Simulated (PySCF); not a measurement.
# Deuteron quadrupole couplings in `[SiH3][SiH]([SiH3])C1CCC1`

Compound: C₄H₁₄Si₃.
Geometry (PBE0-D3(BJ)/def2-SVP, Å), atoms numbered from 1 in this order:
```xyz
21
C4H14Si3 angstrom
Si     2.430    2.403    0.006
Si     1.244    0.524   -0.746
Si     2.595   -1.381   -0.540
C     -0.345    0.304    0.257
C     -1.371   -0.775   -0.174
C     -2.500    0.208    0.188
C     -1.476    1.357    0.132
H      1.601    3.644   -0.110
H      3.688    2.598   -0.779
H      2.796    2.218    1.446
H      0.886    0.719   -2.191
H      1.881   -2.605   -1.025
H      3.864   -1.231   -1.320
H      2.948   -1.586    0.901
H     -0.077    0.165    1.318
H     -1.332   -0.971   -1.258
H     -1.336   -1.743    0.349
H     -2.864    0.043    1.214
H     -3.369    0.261   -0.485
H     -1.471    1.851   -0.854
H     -1.528    2.138    0.905
```

Level: PBE0/pcSseg-1 (PySCF, non-relativistic); Q(2H) = 0.00286 b; rigid geometry, the same for H and D, with no vibrational averaging.

Q: Tabulate Vzz, the asymmetry η and χzz = 234.96 MHz × Q × Vzz for every hydrogen position.

A: 
```tsv
atom	bonded to	bond length (Å)	Vzz (au)	η	χzz (kHz)
H8	Si1	1.497	0.1411	0.01	95
H9	Si1	1.496	0.1413	0.01	95
H10	Si1	1.497	0.1406	0.01	94
H11	Si2	1.502	0.1402	0.03	94
H12	Si3	1.497	0.1411	0.01	95
H13	Si3	1.496	0.1413	0.01	95
H14	Si3	1.497	0.1406	0.01	94
H15	C4	1.103	0.2883	0.01	194
H16	C5	1.102	0.2868	0.01	193
H17	C5	1.100	0.2930	0.00	197
H18	C6	1.101	0.2903	0.02	195
H19	C6	1.101	0.2925	0.00	197
H20	C7	1.102	0.2868	0.01	193
H21	C7	1.100	0.2930	0.00	197
```

Q: Average by the element that carries the hydrogen.

A: on Si: 95 kHz over 7 positions, mean bond length 1.498 Å; on C: 195 kHz over 7 positions, mean bond length 1.102 Å.

Q: Give the 2H NMR doublet splittings at H13 for a magnetic field along the z, y and x axes of the gradient: 3χ/2, 3χ(1 + η)/4, 3χ(1 − η)/4.

A: With |χ| = 94.9 kHz and η = 0.010: 142, 72 and 70 kHz, to first order and without motion.

One conformer (not necessarily the lowest) at the PBE0-D3(BJ)/def2-SVP geometry, without solvent, vibrations or thermal averaging. A larger basis could move these couplings by a tenth or more.
